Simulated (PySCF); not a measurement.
CH8GeOSi, SMILES O[CH2][GeH2][SiH3].

Geometry optimised at PBE0-D3(BJ)/def2-SVP. The structure was generated by enumeration, and PubChem lists no compound with its InChIKey, so it may never have been made. One conformer was computed; it need not be the lowest.

Computed with PBE0/def2-TZVP (PySCF).

The molecule is in vacuum.

Computed frontier levels, gap, dipole moment and polarisability:
highest occupied level: -7.28 eV
lowest empty level: 0.13 eV
orbital gap: 7.41 eV
dipole moment: 1.16 D
quadrupole, principal values (traceless, Buckingham form, about the centre of nuclear charge): -8.30, 1.26, 7.04 D·Å
mean static polarisability: 80.5 bohr³ (11.92 Å³)
polarisability, principal values: 68.4, 74.1, 98.9 bohr³
